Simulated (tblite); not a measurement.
Here is a computed GFN2-xTB geometry (Å):
```
atom  x, y, z in Å
O1    -3.192    1.596   -0.418
C2    -2.038    1.648   -0.108
C3    -1.020    0.574   -0.417
C4    -1.434   -0.770    0.204
C5    -0.281   -1.751   -0.012
O6     0.925   -1.198    0.480
C7     1.232    0.018   -0.131
C8     2.534    0.553    0.464
F9     3.604    0.124   -0.268
O10    0.238    0.988    0.088
H11   -1.606    2.494    0.455
H12   -0.955    0.454   -1.514
H13   -2.354   -1.126   -0.257
H14   -1.592   -0.631    1.274
H15   -0.174   -1.979   -1.084
H16   -0.433   -2.677    0.542
H17    1.356   -0.135   -1.225
H18    2.656    0.182    1.484
H19    2.525    1.646    0.436
```

Charge 0, singlet.

Problem. Which heavy atoms are bonded, and with what formal order?

Solution. O1–C2 1.20 Å (double); C2–C3 1.51 Å (single); C3–C4 1.54 Å (single); C4–C5 1.53 Å (single); C5–O6 1.42 Å (single); O6–C7 1.39 Å (single); C7–C8 1.53 Å (single); C8–F9 1.37 Å (single); C7–O10 1.41 Å (single); C3–O10 1.42 Å (single). Bonds to hydrogen (Å): C2–H11 1.10; C3–H12 1.11; C4–H13 1.09; C4–H14 1.09; C5–H15 1.10; C5–H16 1.09; C7–H17 1.11; C8–H18 1.09; C8–H19 1.09.

Problem. Give the structure as a SMILES string.

Solution. `O=C[C@@H]1CCO[C@H](CF)O1`, C6H9FO3. Among its features: aldehyde, ether and C–F bond.

Problem. What is the point group of this geometry?

Solution. C1 (no symmetry element, even within 0.4 Å).

Problem. Which rings does it hold (smallest set)?

Solution. C3–C4–C5–O6–C7–O10 (6 members, 0.23 Å rms from planarity).

Problem. Classify the heavy atoms.

Solution. O1: aldehyde oxygen; C2: aldehyde carbon; C3: sp3 carbon bound to oxygen; C4: ring CH2 carbon; C5: sp3 carbon bound to oxygen; O6: cyclic ether oxygen; C7: sp3 carbon bearing two oxygens; C8: sp3 C–F carbon; F9: alkyl fluorine; O10: cyclic ether oxygen.

Problem. What is the arrangement about C8?

Solution. It has 4 neighbours (C7, F9, H18, H19) and is tetrahedral (angles from 107.8° to 111.4°).

Problem. What is the arrangement about C7?

Solution. It has 4 neighbours (O6, C8, O10, H17) and is tetrahedral (angles from 107.5° to 112.2°).
